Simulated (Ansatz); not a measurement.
`CCC(C)CO` + `[OH][Sc]([F])[F]` → `C[O][Sc]([F])[F]` + `CC(C)CO`  (substitution at a C–C bond)

Program: Ansatz. Geometries: PBE0-D4/def2-TZVP. ΔE: electronic, gas phase. CCSD(T)/CBS adds triple-zeta CCSD(T) − MP2 to the extrapolated MP2 energy (def2 sets, frozen cores). DFT in def2-TZVPP. For Sc outer-core shells are correlated without core-valence functions, which leaves a few kJ/mol of doubt a bond. Scalar relativity is left out up to krypton. Each species was taken in one conformer, which may not be the lowest.

(1) Is it downhill or uphill in electronic energy at CCSD(T)/CBS, and by how much? (Best estimate.)

(2) What do these levels give: r2SCAN-D4, PBE0-D4, ωB97M-V, MP2/def2-TZVPP, HF/CBS(def2), MP2/CBS(def2)? (Estimate.)

Largest T1 diagnostic among the species: 0.017.

Results:

(1) Ansatz gave: Uphill: ΔE = +48.2 kJ/mol.

(2) The calculation gave: r2SCAN-D4 42.1, PBE0-D4 44.7, ωB97M-V 47.6, MP2/def2-TZVPP 52.2, HF/CBS(def2) 34.4, MP2/CBS(def2) 53.5 kJ/mol.

The D4 term adds +4.7 kJ/mol with B3LYP and +2.8 kJ/mol with PBE0; it sums over pairs of atoms, weighted by their polarisabilities, and B3LYP, whose exchange is more repulsive, gets the larger term. In def2-TZVPP, CCSD(T) changes the Hartree–Fock value by +11.6 kJ/mol (the triples alone add +0.3 kJ/mol) and MP2 by +17.0 kJ/mol. From PBE to PBE0 (25 % exact exchange), in def2-TZVPP and without D4, ΔE moves by +4.1 kJ/mol.

B3LYP here is the variant with VWN-RPA as its local correlation; programs differ in this.
